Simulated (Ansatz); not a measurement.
This geometry of AlF2H + H3P (8 atoms, charge 0, multiplicity 1) is a first-order saddle point.

All numbers below come from RKS PBE-D4/6-31G* (Ansatz 0.2.0).

```xyz
8
Properties=species:S:1:pos:R:3
Al 0.070 -0.408 0.078
H -0.134 0.160 1.703
F 1.538 0.068 -0.544
F -1.335 -0.234 -0.795
P 0.211 -2.682 1.171
H -0.750 -2.874 0.120
H 1.365 -2.652 0.316
H -0.018 -0.956 1.707
```

Task: Which two structures does it join? (They come from a converged band through this point; their orientation in space is the band's.)

Result: Bonds broken: Al1–H2, P5–H8. Bonds formed: Al1–P5, H2–H8. AlF2H + H3P becomes AlF2H2P + H2.

Image 0:

```xyz
8
Properties=species:S:1:pos:R:3
Al 0.045 -0.013 0.047
H -0.140 0.655 1.470
F 1.550 -0.082 -0.672
F -1.278 -0.342 -0.916
P 0.233 -3.014 1.068
H -0.807 -2.466 0.240
H 1.283 -2.281 0.413
H 0.062 -2.037 2.106
```

Image 6:

```xyz
8
Properties=species:S:1:pos:R:3
Al 0.027 -0.765 -0.095
H 0.251 0.498 2.053
F 1.342 0.256 -0.217
F -1.451 -0.175 -0.589
P 0.238 -2.939 0.693
H -0.559 -3.472 -0.378
H 1.478 -3.141 -0.004
H -0.379 0.159 2.293
```

Task: How far does it lie above each of them?

Result: 107.8 kJ/mol above the first and 134.8 kJ/mol above the second. This is the barrier of this one path; another mechanism may lie lower. The orbitals stay closed-shell, which can raise the energy where a bond breaks towards radicals; this wasn't checked here.

The run took 85 s on 1 thread of AMD EPYC 9B45 (Zen 5), on a shared host, peak memory 0.16 GiB.
